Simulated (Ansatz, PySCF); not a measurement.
Complex: SiH4 (SMILES [SiH4]) (first 5 atoms) with CH2O2 (SMILES O=CO); geometry from B3LYP-D3(BJ)/def2-TZVP.
(charge 0, multiplicity 1):
| atom | x (Å) | y (Å) | z (Å) |
|---|---|---|---|
| Si | 0.1066 | -0.3192 | 0.6422 |
| H | -0.2752 | -0.5306 | -0.7743 |
| H | 0.6862 | -1.5591 | 1.1923 |
| H | -1.1432 | 0.0100 | 1.3802 |
| H | 1.0449 | 0.8148 | 0.7412 |
| O | 0.9379 | 0.1423 | 3.7316 |
| C | 0.0648 | 0.4268 | 4.5034 |
| O | -1.2292 | 0.5681 | 4.1908 |
| H | 0.2131 | 0.6101 | 5.5751 |
| H | -1.3283 | 0.3996 | 3.2353 |

Basis-set superposition error: the interaction energy with monomers in their own basis, and in the dimer's basis (counterpoise).

Programs: Ansatz (a first-principles code); PySCF for 6-31G* rows, M06-2X. Each number belongs to the level named beside it.

```tsv
level	uncorrected (kcal/mol)	counterpoise (kcal/mol)	difference
HF/aug-cc-pV(D+d)Z	-0.36	-0.02	0.34
BLYP/def2-TZVPPD	-0.31	-0.24	0.07
r2SCAN/def2-TZVPPD	-2.36	-2.30	0.06
B3LYP/6-31G*	-2.33	-0.32	2.02
M06-2X/def2-TZVPPD	-2.91	-2.84	0.07
wB97X-V/def2-TZVPPD	-2.62	-2.57	0.05
wB97M-V/def2-TZVPPD	-2.73	-2.67	0.06
MP2/6-31G*	-2.82	-0.34	2.47
MP2/aug-cc-pV(D+d)Z	-3.02	-1.97	1.05
SCS-MP2/aug-cc-pV(D+d)Z	-2.55	-1.44	1.10
```

The error is largest for MP2/6-31G* (2.47 kcal/mol) and smallest for wB97X-V/def2-TZVPPD (0.05 kcal/mol).
